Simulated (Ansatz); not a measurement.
Basis-set series for `[CH3][Al]([CH3])[GaH2]`. Charge 0, multiplicity 1. The structure was optimised at the PBE0-D4/def2-TZVP level.

Cartesian coordinates in Å:
```
C 0.7593 -0.2250 -1.7984
Al 0.0052 -0.0164 0.0008
C 0.5509 1.5502 1.0488
Ga -1.6403 -1.6843 0.9422
H 0.3063 -1.0242 -2.3888
H 0.6681 0.7084 -2.3649
H 1.8329 -0.4372 -1.7257
H 1.5605 1.8836 0.7902
H -0.1246 2.3864 0.8277
H 0.5085 1.3898 2.1291
H -1.2148 -2.9715 1.7639
H -3.2118 -1.5599 0.7752
```

```json
{"functional": "PBE0-D4", "basis": "def2-TZVPP", "functions": "264", "energy (Eh)": "-2247.87387", "HOMO (eV)": "-6.55", "LUMO (eV)": "-1.88"}
{"functional": "PBE0-D4", "basis": "def2-QZVPP", "functions": "513", "energy (Eh)": "-2247.92987", "HOMO (eV)": "-6.56", "LUMO (eV)": "-1.90"}
{"functional": "ωB97M-V", "basis": "def2-TZVPP", "functions": "264", "energy (Eh)": "-2248.15465", "HOMO (eV)": "-8.53", "LUMO (eV)": "-0.19"}
{"functional": "ωB97M-V", "basis": "def2-QZVPP", "functions": "513", "energy (Eh)": "-2248.20939", "HOMO (eV)": "-8.54", "LUMO (eV)": "-0.32"}
```

(1) Give the rows for def2-SVP. (Estimate.)

Results:

(1) Computed: 
| functional | basis | functions | energy (Eh) | HOMO (eV) | LUMO (eV) |
| --- | --- | --- | --- | --- | --- |
| PBE0-D4 | def2-SVP | 118 | -2247.45161 | -6.53 | -1.84 |
| ωB97M-V | def2-SVP | 118 | -2247.72687 | -8.49 | -0.12 |

Scalar relativity is left out up to krypton.
